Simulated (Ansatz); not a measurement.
```yaml
crystal:
  periodic: [true, true, true]
  atoms:
    - {symbol: C, position_ang: [0.609295, 1.652364, 0.870504]}
    - {symbol: C, position_ang: [-0.319718, 0.564818, 0.400933]}
    - {symbol: O, position_ang: [0.437603, -0.409012, -0.316440]}
    - {symbol: Si, position_ang: [-0.137365, -1.744982, -1.000082]}
    - {symbol: Cl, position_ang: [-1.014518, -2.952205, 0.381446]}
    - {symbol: Cl, position_ang: [1.419464, -2.702866, -1.855791]}
    - {symbol: Cl, position_ang: [-1.532850, -1.300286, -2.410845]}
    - {symbol: H, position_ang: [1.379294, 1.243928, 1.527173]}
    - {symbol: H, position_ang: [0.047696, 2.408972, 1.423058]}
    - {symbol: H, position_ang: [1.097859, 2.134276, 0.021977]}
    - {symbol: H, position_ang: [-1.095683, 0.970319, -0.256916]}
    - {symbol: H, position_ang: [-0.814278, 0.079675, 1.249082]}
basis:
  gaussian: {orbitals: 6-31G}
hamiltonian: {xc: {name: PBE0}}
scf: {lower_state_search: off}
output: {forces: true}
```

```sh
$ ansatz run in.yaml --threads 8 --pin off --events-out ev --progress --plain --max-ram 20889MiB
```

It prints (some lines left out):

```
Error: YAML parse error: error: line 2 column 3: crystal: missing field `lattice` (a structure is typed as `lattice` and `atoms`, a molecule's as `atoms` in Å alone, or read from a run's directory, `checkpoint`)
 --> <input>:2:3
1 | crystal:
2 |   periodic: [true, true, true]
3 |   atoms:
4 |     - {symbol: C, position_ang: [0.609295, 1.652364, 0.870504]}
```

(1) What is wrong with this run?

## Answers

(1) The molecule is marked periodic without a cell. The input was rejected before any iteration.
